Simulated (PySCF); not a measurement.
## [YbCl3(NH3)]− at several levels of theory

Computed with PySCF 2.14.0 (density fitting, no spin-orbit coupling) at the geometry relaxed with PBE0:

```xyz
8
[YbCl3(NH3)]− (singlet in the valence; each metal's 4f electrons, 14 of them, lie in its core potential, out of spins and levels)
Yb    0.0547   -0.0547    0.0547
Cl    1.2248    2.0399    1.2248
Cl   -2.0399   -1.2248    1.2248
Cl    1.2248   -1.2248   -2.0399
N    -1.4407    1.4407   -1.4407
H    -2.0407    2.0407   -0.8766
H    -0.8766    2.0407   -2.0407
H    -2.0407    0.8766   -2.0407
```

```csv
level,basis,state,HOMO (eV),gap (eV),charge on Yb1 (e),population of f-type functions on Yb1 (polarisation alone where 4f lies in the core),dipole about the centre of mass (D),largest force component (eV/Å)
PBE0,"Yb lcecp-0-SVP with ECP60, Cl def2-SVP, N def2-SVP, H def2-SVP",singlet,–,–,0.36,0.01,4.77,0.00
revPBE,the same,singlet,–,–,0.23,0.01,4.72,0.25
PBE0,"Yb lcecp-0-TZVP with ECP60, Cl def2-TZVP, N def2-TZVP, H def2-TZVP",singlet,–,–,1.05,0.02,4.53,0.20
```

In the lcecp rows the 4f levels are missing from HOMO and gap, and the state counts the valence alone.

Charges are Mulliken's, which hang on the basis. The relaxation used the grid (50, 194), these runs (75, 302) or, all-electron (x2c bases, spin-free X2C Hamiltonian), (99, 590).

Task: What does B3LYP with Yb lcecp-0-SVP with ECP60, Cl def2-SVP, N def2-SVP, H def2-SVP give here?

Result: state singlet, charge on Yb1 (e) 0.27, population of f-type functions on Yb1 (polarisation alone where 4f lies in the core) 0.01, dipole about the centre of mass (D) 4.76, largest force component (eV/Å) 0.06. Time: 8.1 s on 2 threads of Arm Neoverse V2 (shared host), from an already converged density.

An lcecp potential fixes the number of 4f electrons, so in runs with it no electron can move into or out of that shell.
